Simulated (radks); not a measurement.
Results of a calculation; reference values are marked as such.
Question: Code: a radial shooting solver on a logarithmic mesh with Libxc functionals. Model: scalar-relativistic Kohn-Sham, BLYP, spin-unpolarised, spherical densities, finite nucleus; Fermi nuclear charge, rms radius of each element as measured or else 0.836 A^(1/3) + 0.57 fm. Each species is in its NIST ground configuration. Rank Cu4+, Ag4+, Au4+ by radius at which the density is 0.001 e/bohr^3 (bohr), largest first.

Answer: Au4+ 3.12, Ag4+ 2.91, Cu4+ 2.45.
